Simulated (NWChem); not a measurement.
System: H₂TeS; SMILES S[TeH]

Input file for NWChem:

```
start job
memory heap 200 mb stack 900 mb global 1100 mb
geometry units angstroms noautoz
  Te     0.021414     0.574167     0.013518
  H     -1.641186     0.731300    -0.083764
  S      0.039432    -1.837961     0.069531
  H      0.117737    -2.032716    -1.266899
end
basis spherical
  * library def2-tzvp
end
ecp
  Te library def2-ecp
end
dft
  xc becke88 perdew86
  iterations 150
  mulliken
end
task dft energy
```

Parts of the log:

```
             Northwest Computational Chemistry Package (NWChem) 7.3.0
             --------------------------------------------------------

 C1  symmetry detected

                             Geometry "geometry" -> ""
                             -------------------------

 Output coordinates in angstroms (scale by  1.889725989 to convert to a.u.)

  No.       Tag          Charge          X              Y              Z
 ---- ---------------- ---------- -------------- -------------- --------------
    1 Te                  52.0000     0.02806280     0.58593583     0.00817797
    2 H                    1.0000    -1.63463594     0.76980309     0.01254406
    3 S                   16.0000     0.01066428    -1.82642984     0.05304191
    4 H                    1.0000     0.00474211    -2.01558862    -1.28646927

 Effective nuclear repulsion energy (a.u.)     217.5551151331

 Summary of "ao basis" -> "ao basis" (spherical)
 ------------------------------------------------------------------------------
       Tag                 Description            Shells   Functions and Types
 ---------------- ------------------------------  ------  ---------------------
 Te                        def2-tzvp                16       50   6s5p3d2f
 H                         def2-tzvp                 4        6   3s1p
 S                         def2-tzvp                13       37   5s5p2d1f

            General Information
            -------------------
          SCF calculation type: DFT
          Wavefunction type:  closed shell.
          No. of atoms     :     4
          No. of electrons :    42
           Alpha electrons :    21
            Beta electrons :    21
          Charge           :     0
          Spin multiplicity:     1
          Use of symmetry is: off; symmetry adaption is: off
          Maximum number of iterations: 150
          AO basis - number of functions:    99
                     number of shells:    37
          Convergence on energy requested:  1.00D-06
          Convergence on density requested:  1.00D-05
          Convergence on gradient requested:  5.00D-04

              XC Information
              --------------
                    Becke 1988 Exchange Functional  1.000
                Perdew 1981 Correlation Functional  1.000 local
                Perdew 1986 Correlation Functional  1.000 non-local

             Grid Information
             ----------------
          Grid used for XC integration:  medium
          Radial quadrature: Mura-Knowles
          Angular quadrature: Lebedev.
          Tag              B.-S. Rad. Rad. Pts. Rad. Cut. Ang. Pts.
          ---              ---------- --------- --------- ---------
          Te                  1.40      123          10.0       590
          H                   0.35       45          11.0       434
          S                   1.00       88          10.0       590
          Grid pruning is: on
          Number of quadrature shells:   301
          Spatial weights used:  Erf1

      Superposition of Atomic Density Guess
      -------------------------------------

 Sum of atomic energies:        -709.74737376

      Non-variational initial energy
      ------------------------------

 Total energy =    -665.700836
 1-e energy   =   -1227.171451
 2-e energy   =     456.125563
 HOMO         =      -0.242392
 LUMO         =      -0.048127

     ---------------------------------------------
      Total Density - Mulliken Population Analysis
     ---------------------------------------------

    Atom       Charge   Shell Charges
 -----------   ------   -------------------------------------------------------
    1 Te  24    23.97   0.28 -0.84  1.56  1.00  1.06  0.81 -0.51  6.46  1.04  2.18  0.82  9.08  0.91  0.09  0.02  0.00
    2 H    1     0.87   0.19  0.46  0.21  0.01
    3 S   16    16.41   2.01  0.49  1.48  1.08  0.80  4.18  1.69  0.88  2.41  1.33  0.02  0.05  0.00
    4 H    1     0.75   0.20  0.41  0.12  0.02

   convergence    iter        energy       DeltaE   RMS-Dens  Diis-err
 ---------------- ----- ----------------- --------- --------- ---------
 d= 0,ls=0.0,diis     1   -667.5789104260 -7.73D+02  1.16D-02  7.42D-01
 d= 0,ls=0.0,diis     2   -667.5927555418 -1.38D-02  6.15D-03  1.65D-01
 d= 0,ls=0.0,diis     3   -667.5967415458 -3.99D-03  3.05D-03  1.49D-01
 d= 0,ls=0.0,diis     4   -667.6154349878 -1.87D-02  9.15D-04  9.63D-03
 d= 0,ls=0.0,diis     5   -667.6166729678 -1.24D-03  2.83D-04  8.30D-04
  Resetting Diis
 d= 0,ls=0.0,diis     6   -667.6167939404 -1.21D-04  3.93D-05  3.55D-05
 d= 0,ls=0.0,diis     7   -667.6167976306 -3.69D-06  2.17D-05  1.13D-06
 d= 0,ls=0.0,diis     8   -667.6167973052  3.25D-07  1.34D-05  3.61D-06
 d= 0,ls=0.0,diis     9   -667.6167977923 -4.87D-07  2.10D-06  4.88D-08

         Total DFT energy =     -667.616797792302
      One electron energy =    -1228.430119805558
           Coulomb energy =      502.813853981323
    Exchange-Corr. energy =      -47.345583992383
 Nuclear repulsion energy =      105.345052024316

 Numeric. integr. density =       41.999991609220

                       DFT Final Molecular Orbital Analysis
                       ------------------------------------

 Vector   19  Occ=2.000000D+00  E=-3.043684D-01
              MO Center=  6.0D-02, -6.0D-01,  5.8D-02, r^2= 3.6D+00
   Bfn.  Coefficient  Atom+Function         Bfn.  Coefficient  Atom+Function
  ----- ------------  ---------------      ----- ------------  ---------------
    72      0.333779  3 S  py                17     -0.264236  1 Te py
    11      0.249821  1 Te py                 6     -0.220343  1 Te s
    14     -0.213441  1 Te py                75      0.190544  3 S  py
     5     -0.177505  1 Te s                 16     -0.166839  1 Te px
     2     -0.158205  1 Te s                 10      0.154409  1 Te px

 Vector   20  Occ=2.000000D+00  E=-2.358312D-01
              MO Center= -6.3D-02, -1.5D+00,  1.7D-02, r^2= 2.4D+00
   Bfn.  Coefficient  Atom+Function         Bfn.  Coefficient  Atom+Function
  ----- ------------  ---------------      ----- ------------  ---------------
    71      0.497048  3 S  px                74      0.372476  3 S  px
    68      0.231010  3 S  px                62     -0.191298  3 S  px
     6     -0.128040  1 Te s                 52      0.127556  2 H  s
    53      0.106269  2 H  s                  5     -0.091166  1 Te s
    65     -0.084184  3 S  px                 2     -0.079655  1 Te s

 Vector   21  Occ=2.000000D+00  E=-2.105247D-01
              MO Center= -4.5D-03,  4.4D-01, -2.4D-03, r^2= 2.7D+00
   Bfn.  Coefficient  Atom+Function         Bfn.  Coefficient  Atom+Function
  ----- ------------  ---------------      ----- ------------  ---------------
    18      0.526652  1 Te pz                12     -0.425998  1 Te pz
    15      0.357531  1 Te pz                21      0.293484  1 Te pz
    61     -0.097720  3 S  s                 95      0.089783  4 H  s
    96      0.076652  4 H  s                 73     -0.069974  3 S  pz
     9     -0.068490  1 Te pz                60     -0.063233  3 S  s

 Vector   22  Occ=0.000000D+00  E=-1.047913D-01
              MO Center=  1.4D-03, -1.6D-01,  1.7D-03, r^2= 4.5D+00
   Bfn.  Coefficient  Atom+Function         Bfn.  Coefficient  Atom+Function
  ----- ------------  ---------------      ----- ------------  ---------------
    17      0.480311  1 Te py                20      0.464474  1 Te py
    75      0.455429  3 S  py                72      0.352137  3 S  py
    11     -0.325105  1 Te py                61      0.325305  3 S  s
    14      0.276213  1 Te py                 6     -0.231005  1 Te s
     5     -0.205954  1 Te s                 60      0.175170  3 S  s

 Vector   23  Occ=0.000000D+00  E=-4.518907D-02
              MO Center= -3.8D-01,  5.1D-01,  6.0D-03, r^2= 4.2D+00
   Bfn.  Coefficient  Atom+Function         Bfn.  Coefficient  Atom+Function
  ----- ------------  ---------------      ----- ------------  ---------------
    53      1.107409  2 H  s                 19      0.670688  1 Te px
     6     -0.631912  1 Te s                 16      0.500795  1 Te px
     5     -0.284236  1 Te s                 10     -0.268308  1 Te px
    52      0.248913  2 H  s                 13      0.219419  1 Te px
     2     -0.216938  1 Te s                  3      0.192235  1 Te s

 Vector   24  Occ=0.000000D+00  E=-1.696335D-02
              MO Center=  4.5D-04, -1.7D+00, -6.5D-01, r^2= 3.4D+00
   Bfn.  Coefficient  Atom+Function         Bfn.  Coefficient  Atom+Function
  ----- ------------  ---------------      ----- ------------  ---------------
    96      1.259672  4 H  s                 76      0.788535  3 S  pz
    61     -0.726691  3 S  s                 73      0.304943  3 S  pz
    95      0.287918  4 H  s                 75      0.237538  3 S  py
    60     -0.181919  3 S  s                 70      0.149102  3 S  pz
    59      0.135901  3 S  s                 94      0.125478  4 H  s

     ---------------------------------------------
      Total Density - Mulliken Population Analysis
     ---------------------------------------------

    Atom       Charge   Shell Charges
 -----------   ------   -------------------------------------------------------
    1 Te  24    23.94   0.29 -0.86  1.63  0.96  1.21  0.69 -0.51  6.46  1.17  2.07  0.69  9.00  0.99  0.12  0.02  0.00
    2 H    1     0.94   0.23  0.52  0.18  0.01
    3 S   16    16.28   2.01  0.47  1.49  1.14  0.78  4.19  1.66  0.94  2.32  1.20  0.03  0.07  0.01
    4 H    1     0.83   0.24  0.47  0.10  0.02

     -------------------------------------------
      Total Density - Lowdin Population Analysis
     -------------------------------------------

[...]
```

Level: BP86/def2-TZVP with def2 effective core potentials on Te. All runs use the structure optimised with PBE0/def2-SVP. def2 effective core potentials on Te; no spin-orbit coupling.
